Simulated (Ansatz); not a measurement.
A nudged elastic band was laid between two geometries of BrH + ClF2H2NTi (9 atoms, charge 0, multiplicity 1).

Method: RHF/def2-SVP in Ansatz 0.2.0.

| Quantity | Value |
| --- | --- |
| movable images | 9 |
| climbing image | yes |
| spring | 5.0 eV/Å² |
| optimiser | quadratic models (default) |
| start path | through a guess of the saddle point |
| force threshold | 0.03 eV/Å |
| iteration limit | 60 |
| end points | relaxed |

Initial state:

```xyz
9
Properties=species:S:1:pos:R:3
Ti -0.202 -0.436 0.128
N -0.363 -0.136 1.907
H -0.566 0.763 2.314
H -0.194 -0.829 2.618
Cl 1.818 0.223 -0.592
F -1.398 0.511 -0.688
F -0.371 -2.138 -0.113
Br 1.807 3.124 2.422
H 2.212 2.284 1.364
```

Final state:

```xyz
9
Properties=species:S:1:pos:R:3
Ti -0.094 0.518 0.087
N 0.713 0.098 2.196
H 0.031 0.341 2.898
H 0.925 -0.884 2.295
Cl 1.884 -0.315 -0.538
F -0.729 0.816 -1.483
F -1.287 -0.613 0.620
Br -0.256 2.791 0.890
H 1.556 0.613 2.395
```

**Question.** What changes between the two ends?

**Answer.** Bonds broken: Br8–H9. Bonds formed: Ti1–Br8, N2–H9. BrH + ClF2H2NTi becomes BrClF2H3NTi.

**Question.** Give the energies along the band, and the barrier.

**Answer.** The run converged. The highest image is number 5 of 0 to 10, 0.83 eV above the first end and 2.12 eV above the last; the last end lies 1.29 eV below the first. A vibrational analysis at the climbing image gives one clearly imaginary mode, 1341i cm⁻¹: a first-order saddle point. The orbitals stay closed-shell, which can raise the energy where a bond breaks towards radicals; this wasn't checked here.

```json
{"image": "0", "path coordinate (Å)": "0.00", "energy (eV)": "0.00", "Br8–H9 (Å)": "1.41", "Ti1–Br8 (Å)": "4.69", "N2–H9 (Å)": "3.57"}
{"image": "1", "path coordinate (Å)": "0.70", "energy (eV)": "0.02", "Br8–H9 (Å)": "1.41", "Ti1–Br8 (Å)": "4.58", "N2–H9 (Å)": "3.32"}
{"image": "2", "path coordinate (Å)": "1.40", "energy (eV)": "0.09", "Br8–H9 (Å)": "1.41", "Ti1–Br8 (Å)": "4.66", "N2–H9 (Å)": "2.85"}
{"image": "3", "path coordinate (Å)": "2.11", "energy (eV)": "0.14", "Br8–H9 (Å)": "1.41", "Ti1–Br8 (Å)": "4.50", "N2–H9 (Å)": "2.49"}
{"image": "4", "path coordinate (Å)": "2.81", "energy (eV)": "0.26", "Br8–H9 (Å)": "1.42", "Ti1–Br8 (Å)": "3.97", "N2–H9 (Å)": "2.05"}
{"image": "5", "path coordinate (Å)": "3.51", "energy (eV)": "0.83", "Br8–H9 (Å)": "1.66", "Ti1–Br8 (Å)": "3.51", "N2–H9 (Å)": "1.33"}
{"image": "6", "path coordinate (Å)": "4.31", "energy (eV)": "-0.18", "Br8–H9 (Å)": "2.09", "Ti1–Br8 (Å)": "2.90", "N2–H9 (Å)": "1.03"}
{"image": "7", "path coordinate (Å)": "5.11", "energy (eV)": "-0.91", "Br8–H9 (Å)": "2.65", "Ti1–Br8 (Å)": "2.51", "N2–H9 (Å)": "1.01"}
{"image": "8", "path coordinate (Å)": "5.91", "energy (eV)": "-1.04", "Br8–H9 (Å)": "2.79", "Ti1–Br8 (Å)": "2.47", "N2–H9 (Å)": "1.01"}
{"image": "9", "path coordinate (Å)": "6.71", "energy (eV)": "-1.23", "Br8–H9 (Å)": "2.93", "Ti1–Br8 (Å)": "2.43", "N2–H9 (Å)": "1.01"}
{"image": "10", "path coordinate (Å)": "7.51", "energy (eV)": "-1.29", "Br8–H9 (Å)": "3.21", "Ti1–Br8 (Å)": "2.42", "N2–H9 (Å)": "1.01"}
```

**Question.** What is the geometry of the highest image?

**Answer.** 
```xyz
9
Properties=species:S:1:pos:R:3
Ti 0.144 -0.110 0.108
N 0.125 0.218 2.038
H -0.778 0.247 2.492
H 0.749 -0.342 2.603
Cl 2.182 -0.333 -0.628
F -0.910 0.956 -0.707
F -0.589 -1.649 -0.045
Br 1.213 2.924 1.504
H 0.606 1.456 1.997
```

**Question.** What are the harmonic wavenumbers there?

**Answer.** 1341i, 40, 56, 116, 145, 167, 207, 235, 283, 444, 482, 664, 707, 753, 851, 887, 1309, 1312, 1639, 3681, 3773 cm⁻¹.

The run took 7.4 min on 4 threads of Arm Neoverse V1, with other jobs on the host, peak memory 0.49 GiB.
